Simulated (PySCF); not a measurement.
Correlation energy of Co (cobalt, neutral)

[Ar] 3d8 4s1, high-spin 4F determinant (an excited configuration). Computed with PySCF 2.14 in ANO-RCC-VTZP (6s5p3d2f1g, 59 functions), with scalar relativity by spin-free X2C-1e. Frozen: [Ar]; 9 electrons correlated.

```
  level  correlation energy (mhartree)
   CCSD                        -276.92
    (T)                          -9.35
CCSD(T)                        -286.27
```

Diagnostics: T1 = 0.018, D1 = 0.0537, largest double amplitude 0.041.

Q: Is a single reference adequate?

A: Yes: T1 lies below 0.03 and no double amplitude reaches 0.07.
